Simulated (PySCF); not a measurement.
Level of theory: PBE-D3(BJ)/def2-TZVP // B3LYP-D3(BJ)/def2-TZVP (PySCF). All species are isolated molecules in the gas phase. 

Reference species (SMILES): `C=C1[C@H]2C[C@@H]12` (neutral, multiplicity 1).

The HOMO is -5.29 eV and the LUMO is -0.46 eV.

Changed species: `C(=C1C=C1)C`.

Problem. What does the change do to the HOMO and LUMO?

Solution. the HOMO rises by 0.64 eV, to -4.65 eV; the LUMO drops by 1.10 eV, to -1.56 eV.
